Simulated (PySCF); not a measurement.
Species: C₈H₉F.
Atom-mapped SMILES: `[CH3:1][CH2:2][c:3]1[cH:4][cH:5][cH:6][c:7]([F:8])[cH:9]1` (hydrogens: H10, H11, H12 on C1; H13, H14 on C2; H15 on C4; H16 on C5; H17 on C6; H18 on C9)

Cartesian coordinates in Å at the GFN2-xTB level; atoms count from 1:
```xyz
18
C8H9F angstrom
C     -2.479    0.098   -0.410
C     -1.554   -0.637    0.564
C     -0.123   -0.262    0.309
C      0.448    0.836    0.942
C      1.754    1.210    0.677
C      2.518    0.494   -0.229
C      1.939   -0.593   -0.855
F      2.669   -1.303   -1.744
C      0.638   -0.982   -0.603
H     -2.229   -0.159   -1.436
H     -3.516   -0.173   -0.225
H     -2.374    1.174   -0.292
H     -1.829   -0.375    1.588
H     -1.684   -1.714    0.439
H     -0.137    1.402    1.651
H      2.182    2.064    1.178
H      3.538    0.765   -0.450
H      0.229   -1.839   -1.115
```

The closed-shell SCF was solved with PySCF and density fitting under several settings on one GFN2-xTB geometry (grid level 2 and gas phase unless stated).

```tsv
settings	basis functions	SCF cycles	E (Eh)	HOMO (eV)	LUMO (eV)	dipole (D)
PBE0/pcSseg-1	198	14	-409.5994	-7.10	-0.39	1.86
PBE0/def2-SVPD	255	14	-409.3703	-7.11	-0.43	1.92
BP86/pcSseg-1, fitting basis def2-universal-jkfit	198	12	-410.0671	-6.13	-1.36	1.71
HSE06/pcSseg-1, damping 0.2 at the start, DIIS from the seventh cycle	198	17	-409.6357	-6.71	-0.77	1.86
PBE0/pcSseg-0, IEF-PCM acetonitrile, damping 0.3 at the start, DIIS from the seventh cycle	99	12	-408.7417	-7.29	-0.35	2.49
wB97X-D/pcSseg-0, energy threshold 1e-08 Eh, start guess vsap	99	11	-409.0884	-8.97	1.45	2.09
X3LYP/def2-SVPD, fitting basis def2-qzvpp-jkfit	255	11	-409.6547	-6.93	-0.53	1.94
```

Q: Estimate the row for these settings: revPBE/pcSseg-1.

A: 
| settings | basis functions | SCF cycles | E (Eh) | HOMO (eV) | LUMO (eV) | dipole (D) |
| --- | --- | --- | --- | --- | --- | --- |
| revPBE/pcSseg-1 | 198 | 15 | -409.9493 | -5.95 | -1.17 | 1.65 |

Q: Over all rows, what range does the HOMO–LUMO gap span?

A: From 4.77 eV (BP86/pcSseg-1, fitting basis def2-universal-jkfit) to 10.42 eV (wB97X-D/pcSseg-0, energy threshold 1e-08 Eh, start guess vsap). The functional of the narrowest has no exact exchange, that of the widest range-separated exact exchange.

Q: Compare two rows with the functional PBE0: PBE0/pcSseg-1 and PBE0/def2-SVPD. Which energy is lower, and by how much?

A: PBE0/pcSseg-1 (198 functions) lies 0.2291 Eh or 144 kcal/mol below PBE0/def2-SVPD (255 functions). The smaller set gives the lower energy; the two sets aren't nested, so the variational bound doesn't order them by size.

wB97X-D ran without the empirical dispersion term, which would shift the total energy alone. Cycle counts include a coarse-grid stage where the run had one. The species at its GFN2-xTB geometry (one conformer only).
